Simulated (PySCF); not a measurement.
C4H16Ga2N2, singlet, GFN2-xTB optimised geometry.

```
24

Ga     1.73    -0.30     1.96
Ga    -0.42     0.29     0.00
N     -0.32    -0.30     1.96
H     -0.74     0.36     2.62
H     -0.74    -1.20     2.16
C      2.32    -2.23     1.96
H      3.38    -2.34     1.72
H      1.75    -2.80     1.22
H      2.16    -2.71     2.94
C      2.32     1.32     3.03
H      3.38     1.55     2.88
H      2.16     1.18     4.10
H      1.75     2.21     2.72
N      1.64     0.29     0.00
H      2.06     1.20    -0.19
H      2.06    -0.36    -0.66
C     -1.00    -1.33    -1.06
H     -0.85    -1.19    -2.14
H     -2.06    -1.55    -0.92
H     -0.43    -2.21    -0.76
C     -1.00     2.23     0.00
H     -0.85     2.70    -0.97
H     -0.43     2.80     0.74
H     -2.06     2.34     0.25
```

Density from PySCF with PBE0/def2-SVP at that geometry.

Minimum of the electron density along straight lines between bonded atoms, close to the bond critical point (lines longer than 1.1 times the sum of covalent radii, or with two minima, are not listed):

```tsv
bond	length / Å	ρ at the minimum / e bohr⁻³	∇²ρ there / e bohr⁻⁵	position (fraction from the first atom)
Ga1–N3	2.054	0.080	0.28	0.46
Ga2–N3	2.053	0.080	0.28	0.46
N3–H4	1.020	0.325	-1.49	0.77
N3–H5	1.020	0.325	-1.49	0.77
Ga1–C6	2.024	0.104	0.14	0.47
C6–H7	1.094	0.267	-0.93	0.62
C6–H8	1.094	0.266	-0.92	0.62
C6–H9	1.094	0.267	-0.93	0.62
Ga1–C10	2.024	0.104	0.14	0.47
C10–H11	1.094	0.267	-0.93	0.62
C10–H12	1.094	0.267	-0.93	0.62
C10–H13	1.094	0.266	-0.92	0.62
Ga1–N14	2.053	0.080	0.28	0.46
Ga2–N14	2.054	0.080	0.28	0.46
N14–H15	1.020	0.325	-1.49	0.77
N14–H16	1.020	0.325	-1.49	0.77
Ga2–C17	2.024	0.104	0.14	0.47
C17–H18	1.094	0.267	-0.93	0.62
C17–H19	1.094	0.267	-0.93	0.62
C17–H20	1.094	0.266	-0.92	0.62
Ga2–C21	2.024	0.104	0.14	0.47
C21–H22	1.094	0.267	-0.93	0.62
C21–H23	1.094	0.266	-0.92	0.62
C21–H24	1.094	0.267	-0.93	0.62
```
